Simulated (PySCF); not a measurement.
F₄S, charge +1, multiplicity 2. Atoms are numbered in the order given.

```xyz
5

F      1.1943     0.0000     0.7072
S      0.0000     0.0000    -0.2403
F      0.0000    -1.5652    -0.4936
F      0.0000     1.5652    -0.4936
F     -1.1943     0.0000     0.7072
```
Charge +1, spin multiplicity 2.

Geometry: PBE0-D3(BJ)/def2-SVP. The spin state was assumed, not searched.

These are PBE/def2-TZVP (PySCF) values and carry that method's errors.

Isolated molecule, no solvent.

Computed frontier levels, dipole moment and polarisability:
```yaml
"α spin, highest occupied and lowest empty level": -15.64 and -10.50 eV
"β spin, highest occupied and lowest empty level": -18.10 and -14.16 eV
dipole_moment_about_the_centre_of_nuclear_charge: 0.69 D
mean_static_polarisability: 23.4 bohr³ (3.47 Å³)
polarisability_principal_values: 18.4, 21.9, 29.9 bohr³
"⟨S²⟩": 0.752 (pure state 0.75)
```
